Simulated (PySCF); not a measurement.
## Adding and removing an electron: ZnF

UHF; basis Zn def2-TZVPPD, F def2-TZVPPD; no relativity; PySCF 2.14. Neutral (UHF): doublet (σ ↑), Re = 1.784 Å, ωe = 630 cm⁻¹, De = 2.14 eV, HOMO -9.03 eV, LUMO -0.20 eV.

ZnF⁺ (RHF): singlet (closed shell), Re = 1.707 Å, ωe = 775 cm⁻¹, De = 1.11 eV to Zn⁺ + F. The energies at the minima are -1877.29773 hartree for ZnF and -1876.97935 for ZnF⁺.

Question: Work out the adiabatic ionisation energy, without and with harmonic zero-point energies (1 hartree = 27.2114 eV, 1 eV = 8065.5 cm⁻¹), and the change of the bond length.

Answer: At HF: 0.31838 hartree = 8.664 eV between the minima; the zero-point term (775.0 − 630.0)/2 cm⁻¹ = +0.009 eV makes it 8.673 eV. Re changes by -7.7 pm against the neutral. The electron leaves a σ orbital; in so polar a molecule the change of length follows mostly from the change of the ionic charges.

ZnF⁻ (RHF): singlet (closed shell), Re = 1.914 Å, ωe = 429 cm⁻¹. The energies at the minima are -1877.29773 hartree for ZnF and -1877.32308 for ZnF⁻.

Question: Work out the adiabatic electron affinity, without and with harmonic zero-point energies (1 hartree = 27.2114 eV, 1 eV = 8065.5 cm⁻¹), and the change of the bond length.

Answer: At HF: 0.02535 hartree = 0.690 eV between the minima; the zero-point term (630.0 − 429.0)/2 cm⁻¹ = +0.012 eV makes it 0.702 eV. Re changes by +13.0 pm against the neutral. The electron enters a σ orbital; in so polar a molecule the change of length follows mostly from the change of the ionic charges.

For an ion De counts to the pair picked by the measured ionisation energies or electron affinities, which need not be the lowest pair at this level. Where the molecule has an RHF reference, its open-shell atoms are computed with UHF. Hartree–Fock leaves out correlation, which carries a large part of most bond energies and some tenths to 1 eV of ionisation energies. States were picked by a PBE0 search and need not be the measured ground states.

Neutral and ion stand on different kinds of reference determinant, which adds to the error of the difference.
